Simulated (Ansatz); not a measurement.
Total energies of `C#C[Si](F)F` radical.

Cartesian coordinates in Å:
```
C 1.364 -0.623 -0.878
C 0.431 -0.234 -0.218
Si -0.888 0.164 0.954
F -2.298 -0.052 0.258
F -0.791 1.697 1.359
H 2.183 -0.952 -1.476
```

The species carries charge 0 and has multiplicity 2. The structure was optimised at the PBE0-D4/def2-TZVP level. Basis def2-TZVPP, the Gaussian-basis code of Ansatz.

RPA on PBE orbitals: Hartree–Fock energy of these orbitals -564.24116 Eh, correlation -1.36238 Eh (frozen core).

```
 functional  energy without D4 (Eh)  D4 term (kJ/mol)
LDA (SPW92)              -563.00710                 –
        PBE              -565.70389             -11.9
     revPBE              -565.98823             -36.0
       PBE0              -565.73135             -10.0
      B3LYP              -566.16319             -19.4
    r2SCAN0              -565.94882              -3.3
    LC-ωPBE              -565.87197                 –
    ωB97M-V              -566.05007                 –
     B2PLYP              -565.85918                 –
   PBE-QIDH              -565.61154                 –
```

Q: Give the same for BLYP, r2SCAN, B97M-V, r2SCANh, HSE06 (plane-wave form), BHLYP, CAM-B3LYP, ωB97X-V. (Best estimate.)

A: Ansatz gave: 
```json
{"functional": "BLYP", "energy without D4 (Eh)": "-566.10807", "D4 term (kJ/mol)": "-26.4"}
{"functional": "r2SCAN", "energy without D4 (Eh)": "-565.99176", "D4 term (kJ/mol)": "-2.8"}
{"functional": "B97M-V", "energy without D4 (Eh)": "-565.99569", "D4 term (kJ/mol)": "–"}
{"functional": "r2SCANh", "energy without D4 (Eh)": "-565.97411", "D4 term (kJ/mol)": "-3.0"}
{"functional": "HSE06 (plane-wave form)", "energy without D4 (Eh)": "-565.71287", "D4 term (kJ/mol)": "-9.3"}
{"functional": "BHLYP", "energy without D4 (Eh)": "-566.02726", "D4 term (kJ/mol)": "-15.0"}
{"functional": "CAM-B3LYP", "energy without D4 (Eh)": "-566.06375", "D4 term (kJ/mol)": "-10.1"}
{"functional": "ωB97X-V", "energy without D4 (Eh)": "-565.99720", "D4 term (kJ/mol)": "–"}
```

B3LYP takes the VWN-RPA correlation (the form of Gaussian; ORCA's B3LYP/G). HSE06 is the plane-wave form, built on full-range PBE exchange. The double hybrids freeze the cores in their second-order part.

LC-ωPBE has ω = 0.4 bohr⁻¹.
